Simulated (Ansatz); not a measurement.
Geometry optimisation, RKS PBE0-D4/def2-SVP (Ansatz 0.2.0).

Input:

```yaml
crystal:
  periodic: [false, false, false]
  atoms:
    - { symbol: O, position_ang: [-1.5719, -0.8077, -0.6201] }
    - { symbol: C, position_ang: [-0.2465, -1.0227, -0.64] }
    - { symbol: B, position_ang: [0.5009, 0.0886, 0.1946] }
    - { symbol: S, position_ang: [1.5816, -0.4093, 1.7342] }
    - { symbol: B, position_ang: [0.5179, 1.6784, -0.2652] }
    - { symbol: Cl, position_ang: [-0.3946, 2.2458, -1.758] }
    - { symbol: H, position_ang: [-1.9423, -1.0904, 0.2417] }
    - { symbol: H, position_ang: [0.0064, -2.0157, -0.2352] }
    - { symbol: H, position_ang: [0.1286, -0.9748, -1.6437] }
    - { symbol: H, position_ang: [0.3916, -0.2322, 2.5951] }
    - { symbol: H, position_ang: [-0.50089, 0.64177, 0.43817] }
basis:
  gaussian: { orbitals: def2-SVP }
hamiltonian:
  xc: pbe0
  dispersion: d4
relax:
  f_tol: 0.02
  max_steps: 50
```

Launched with:

```bash
$ ansatz run input.yaml --threads 2 --pin off --max-ram 3072MiB --backend cpu --events-out ev --progress --plain --runs-dir out
```

Problem. Where does it end, and by what steps?

Solution. It converged. After 28 steps the energy has fallen by 3.714 eV; H10 moved furthest, 1.88 Å. Parted: B3–H11. Joined: B5–H11.

```json
{"step": "0", "energy less start (eV)": "0.0000", "largest force component (eV/Å)": "3.813", "accepted": "yes"}
{"step": "1", "energy less start (eV)": "-1.3246", "largest force component (eV/Å)": "2.050", "accepted": "yes"}
{"step": "2", "energy less start (eV)": "-1.8890", "largest force component (eV/Å)": "1.274", "accepted": "yes"}
{"step": "3", "energy less start (eV)": "-2.0879", "largest force component (eV/Å)": "0.900", "accepted": "yes"}
{"step": "4", "energy less start (eV)": "-2.1842", "largest force component (eV/Å)": "1.214", "accepted": "yes"}
{"step": "5", "energy less start (eV)": "-2.3445", "largest force component (eV/Å)": "0.532", "accepted": "yes"}
{"step": "6", "energy less start (eV)": "-2.4942", "largest force component (eV/Å)": "0.687", "accepted": "yes"}
{"step": "7", "energy less start (eV)": "-2.6565", "largest force component (eV/Å)": "0.963", "accepted": "yes"}
{"step": "8", "energy less start (eV)": "-2.8581", "largest force component (eV/Å)": "0.863", "accepted": "yes"}
{"step": "9", "energy less start (eV)": "-3.0423", "largest force component (eV/Å)": "1.640", "accepted": "yes"}
{"step": "10", "energy less start (eV)": "-3.2079", "largest force component (eV/Å)": "0.919", "accepted": "yes"}
{"step": "11", "energy less start (eV)": "-3.3620", "largest force component (eV/Å)": "0.644", "accepted": "yes"}
{"step": "12", "energy less start (eV)": "-3.4375", "largest force component (eV/Å)": "0.956", "accepted": "yes"}
{"step": "13", "energy less start (eV)": "-3.5029", "largest force component (eV/Å)": "0.790", "accepted": "yes"}
{"step": "14", "energy less start (eV)": "-3.5557", "largest force component (eV/Å)": "0.379", "accepted": "yes"}
{"step": "15", "energy less start (eV)": "-3.5774", "largest force component (eV/Å)": "0.141", "accepted": "yes"}
{"step": "16", "energy less start (eV)": "-3.5843", "largest force component (eV/Å)": "0.130", "accepted": "yes"}
{"step": "17", "energy less start (eV)": "-3.5935", "largest force component (eV/Å)": "0.355", "accepted": "yes"}
{"step": "18", "energy less start (eV)": "-3.6086", "largest force component (eV/Å)": "0.401", "accepted": "yes"}
{"step": "19", "energy less start (eV)": "-3.6395", "largest force component (eV/Å)": "0.501", "accepted": "yes"}
{"step": "20", "energy less start (eV)": "-3.6427", "largest force component (eV/Å)": "0.711", "accepted": "yes"}
{"step": "21", "energy less start (eV)": "-3.6620", "largest force component (eV/Å)": "0.857", "accepted": "yes"}
{"step": "22", "energy less start (eV)": "-3.7005", "largest force component (eV/Å)": "0.331", "accepted": "yes"}
{"step": "23", "energy less start (eV)": "-3.7082", "largest force component (eV/Å)": "0.138", "accepted": "yes"}
{"step": "24", "energy less start (eV)": "-3.7108", "largest force component (eV/Å)": "0.146", "accepted": "yes"}
{"step": "25", "energy less start (eV)": "-3.7125", "largest force component (eV/Å)": "0.048", "accepted": "yes"}
{"step": "26", "energy less start (eV)": "-3.7132", "largest force component (eV/Å)": "0.056", "accepted": "yes"}
{"step": "27", "energy less start (eV)": "-3.7135", "largest force component (eV/Å)": "0.025", "accepted": "yes"}
{"step": "28", "energy less start (eV)": "-3.7137", "largest force component (eV/Å)": "0.014", "accepted": "yes"}
```

```xyz
11
Properties=species:S:1:pos:R:3
O -1.461 -1.091 -0.988
C -0.262 -1.238 -0.251
B 0.277 0.099 0.394
S 1.571 0.135 1.617
B -0.400 1.524 -0.213
Cl 0.345 2.290 -1.601
H -2.160 -0.844 -0.374
H -0.317 -2.077 0.474
H 0.515 -1.547 -0.978
H 1.768 -1.199 1.758
H -1.405 2.051 0.204
```

Run time: 89 s on 2 threads of Intel(R) Xeon(R) Platinum 8488C (Sapphire Rapids), with other jobs on the host, peak memory 0.3 GiB.
